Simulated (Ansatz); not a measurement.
ZrSi₄O₄H₁₂ (relaxed from a model of Zr(OSiH3)4, whose bonding it doesn't keep), 21 atoms. Hardware: 4 threads of Arm Neoverse V2 on a shared host.

In the def2 sets Zr takes a core potential; there is no spin–orbit coupling. Correlated methods freeze 24 core orbitals; core or outer-core shells of Zr are correlated, in sets that lack core-valence functions.

How many basis functions does each of these Ansatz runs have, and roughly what does it cost? PBE0-D4/def2-TZVP, charge 1 doublet at the geometry of the charge 0 singlet, energy; PBE0-D4/def2-TZVP, charge 0 singlet, energy and forces, from earlier orbitals; RPA@PBE/def2-SVP, charge 0 singlet, energy, from earlier orbitals; PBE-D4/def2-TZVP, charge 0 triplet at the geometry of the charge 0 singlet, energy, from earlier orbitals; ωB97X-V/def2-TZVP, charge 0 singlet, energy, from earlier orbitals; HF/def2-TZVP, charge 0 singlet, energy, from earlier orbitals; PBE-D4/def2-TZVP, charge -1 doublet at the geometry of the charge 0 singlet, energy, from earlier orbitals; PBE0-D4/def2-TZVP, charge -1 doublet at the geometry of the charge 0 singlet, energy; PBE0-D4/def2-TZVP, charge 0 triplet at the geometry of the charge 0 singlet, energy; PBE-D4/def2-SVP, charge 0 singlet, energy, from earlier orbitals; r2SCAN-D4/def2-TZVP, charge 0 triplet at the geometry of the charge 0 singlet, energy, from earlier orbitals; MP2/def2-SVP, charge 0 singlet, energy, from earlier orbitals.

Other jobs shared the machine, so times can vary by a factor of up to 3. A dash marks memory too small to be measured apart from the calling script's.

```json
{"run": "PBE-D4/def2-SVP, charge 0 singlet, energy, from earlier orbitals", "functions": "219", "fitting or Cholesky vectors": "2330", "wall time": "4.5 s", "peak host memory (GiB)": "–"}
{"run": "MP2/def2-SVP, charge 0 singlet, energy, from earlier orbitals", "functions": "219", "fitting or Cholesky vectors": "2110", "wall time": "6 s", "peak host memory (GiB)": "0.68"}
{"run": "RPA@PBE/def2-SVP, charge 0 singlet, energy, from earlier orbitals", "functions": "219", "fitting or Cholesky vectors": "2110", "wall time": "11 s", "peak host memory (GiB)": "0.68"}
{"run": "HF/def2-TZVP, charge 0 singlet, energy, from earlier orbitals", "functions": "384", "fitting or Cholesky vectors": "2943", "wall time": "13 s", "peak host memory (GiB)": "2.4"}
{"run": "PBE-D4/def2-TZVP, charge -1 doublet at the geometry of the charge 0 singlet, energy, from earlier orbitals", "functions": "384", "fitting or Cholesky vectors": "2461", "wall time": "22 s", "peak host memory (GiB)": "0.99"}
{"run": "PBE0-D4/def2-TZVP, charge 0 singlet, energy and forces, from earlier orbitals", "functions": "384", "fitting or Cholesky vectors": "2603", "wall time": "27 s", "peak host memory (GiB)": "2.3"}
{"run": "ωB97X-V/def2-TZVP, charge 0 singlet, energy, from earlier orbitals", "functions": "384", "fitting or Cholesky vectors": "2492", "wall time": "38 s", "peak host memory (GiB)": "2.3"}
{"run": "PBE0-D4/def2-TZVP, charge -1 doublet at the geometry of the charge 0 singlet, energy", "functions": "384", "fitting or Cholesky vectors": "2641", "wall time": "39 s", "peak host memory (GiB)": "2.3"}
{"run": "PBE-D4/def2-TZVP, charge 0 triplet at the geometry of the charge 0 singlet, energy, from earlier orbitals", "functions": "384", "fitting or Cholesky vectors": "2461", "wall time": "72 s", "peak host memory (GiB)": "2.2"}
{"run": "PBE0-D4/def2-TZVP, charge 1 doublet at the geometry of the charge 0 singlet, energy", "functions": "384", "fitting or Cholesky vectors": "2641", "wall time": "93 s", "peak host memory (GiB)": "2.5"}
{"run": "PBE0-D4/def2-TZVP, charge 0 triplet at the geometry of the charge 0 singlet, energy", "functions": "384", "fitting or Cholesky vectors": "2641", "wall time": "1.8 min", "peak host memory (GiB)": "2.6"}
{"run": "r2SCAN-D4/def2-TZVP, charge 0 triplet at the geometry of the charge 0 singlet, energy, from earlier orbitals", "functions": "384", "fitting or Cholesky vectors": "2461", "wall time": "3.3 min", "peak host memory (GiB)": "2.4"}
```
